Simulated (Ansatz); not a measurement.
Consider the substitution at a C–N bond: `BCN[SiH3]` + `[OH][Al]([F])[SH]` → `BC[O][Al]([F])[SH]` + `N[SiH3]`.

Isolated molecules relaxed with PBE0-D4/def2-TZVP in Ansatz; ΔE leaves out vibrations. CCSD(T)/CBS is the MP2 limit (def2-TZVPP, def2-QZVPP) plus CCSD(T) − MP2 in def2-TZVPP, frozen cores. This one scheme is used for every species. Functionals use def2-TZVPP. B3LYP here is the variant with VWN-RPA as its local correlation; programs differ in this. Each species was taken in one conformer, which may not be the lowest.

Problem. Is it downhill or uphill in electronic energy at CCSD(T)/CBS, and by how much? (Estimate.)

Solution. Ansatz gave: Uphill: ΔE = +21.1 kJ/mol.

Problem. What do these levels give: PBE-D4, B3LYP-D4, ωB97X-V, ωB97M-V, PBE, r2SCAN, HF/def2-TZVPP, MP2/def2-TZVPP, CCSD/def2-TZVPP, HF/def2-QZVPP, MP2/def2-QZVPP, SCS-MP2/def2-QZVPP? (Best estimate.)

Solution. The calculation gave: PBE-D4 19.2, B3LYP-D4 15.5, ωB97X-V 16.5, ωB97M-V 17.7, PBE 18.8, r2SCAN 16.9, HF/def2-TZVPP 11.7, MP2/def2-TZVPP 23.3, CCSD/def2-TZVPP 18.5, HF/def2-QZVPP 12.1, MP2/def2-QZVPP 24.7, SCS-MP2/def2-QZVPP 21.1 kJ/mol.

Largest T1 diagnostic among the species: 0.012.

In def2-TZVPP, CCSD(T) changes the Hartree–Fock value by +7.2 kJ/mol (the triples alone add +0.4 kJ/mol) and MP2 by +11.6 kJ/mol.
